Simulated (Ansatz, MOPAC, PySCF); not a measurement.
Noncovalent pair: CH4 (SMILES C) (first 5 atoms) with COS (SMILES O=C=S); geometry from B3LYP-D3(BJ)/def2-TZVP, rigid monomers moved along the line of their centres of mass till C1···C7 is 3.19 Å.
(charge 0, multiplicity 1):
```xyz
8

C     -0.0497     0.0269     0.1932
H      0.1477    -1.0024     0.4896
H     -0.9991     0.3523     0.6157
H      0.7513     0.6674     0.5596
H     -0.0960     0.0891    -0.8931
O     -1.4210     0.3882     3.2000
C     -0.3455     0.0015     3.3694
S      1.1080    -0.5213     3.5989
```

Monomers are frozen at their geometry in the pair; levels with a basis set take the counterpoise correction. Rows marked so take none.

Rows in 6-31G* carry no dispersion term and start afresh at each structure (6-31G* with six Cartesian d functions). The state that PM6 reach isn't checked.

Programs: Ansatz (a program for electronic structure); MOPAC for PM6 (differences of heats of formation); PySCF for 6-31G* rows. 

Question: One of these levels gives 0.05 kcal/mol for the interaction energy. Name it.
A) M06-2X/6-31G* (no counterpoise)
B) PM6
C) HF/aug-cc-pV(D+d)Z
D) B3LYP/def2-TZVPPD

Answer: B, PM6. The others give 2.39 (HF/aug-cc-pV(D+d)Z), 1.76 (B3LYP/def2-TZVPPD), -0.98 (M06-2X/6-31G* (no counterpoise))
